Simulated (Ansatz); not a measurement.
One change: `O[CH2][Al]([OH])[Cl]` becomes `[OH][Al]([F])[Cl]`.

Ansatz, PBE0-D4/def2-TZVP geometries, multiplicity 1. Each molecule was computed in one conformer, which needn't be the lowest.

| property | `O[CH2][Al]([OH])[Cl]` |
| --- | --- |
| size of the dipole moment (ωB97M-V/def2-TZVPP) / D | 1.82 |
| HOMO–LUMO gap (B3LYP/def2-TZVPP) / eV | 6.45 |
| LUMO energy (ωB97M-V/def2-TZVPP) / eV | 1.09 |
| HOMO–LUMO gap (PBE/def2-TZVPP) / eV | 4.66 |
| HOMO energy (PBE/def2-TZVPP) / eV | -5.95 |
| HOMO–LUMO gap (PBE0/def2-TZVPP) / eV | 6.99 |

(1) Give the same properties after the change, and the shifts. (Estimate.)

Answers

(1) Computed: 
```json
{"property": "size of the dipole moment (ωB97M-V/def2-TZVPP) / D", "`[OH][Al]([F])[Cl]`": "1.97", "shift": "0.15"}
{"property": "HOMO–LUMO gap (B3LYP/def2-TZVPP) / eV", "`[OH][Al]([F])[Cl]`": "7.91", "shift": "1.46"}
{"property": "LUMO energy (ωB97M-V/def2-TZVPP) / eV", "`[OH][Al]([F])[Cl]`": "0.62", "shift": "-0.47"}
{"property": "HOMO–LUMO gap (PBE/def2-TZVPP) / eV", "`[OH][Al]([F])[Cl]`": "6.16", "shift": "1.50"}
{"property": "HOMO energy (PBE/def2-TZVPP) / eV", "`[OH][Al]([F])[Cl]`": "-8.05", "shift": "-2.10"}
{"property": "HOMO–LUMO gap (PBE0/def2-TZVPP) / eV", "`[OH][Al]([F])[Cl]`": "8.55", "shift": "1.56"}
```

With PBE0 the HOMO falls by 2.11 eV and the LUMO falls by 0.55 eV, so the gap widens by about 1.56 eV. PBE moves the HOMO by -2.10 eV and ωB97M-V by -2.07 eV. Dipoles are sizes alone; their direction can turn.

B3LYP here is the variant with VWN-RPA as its local correlation; programs differ in this.
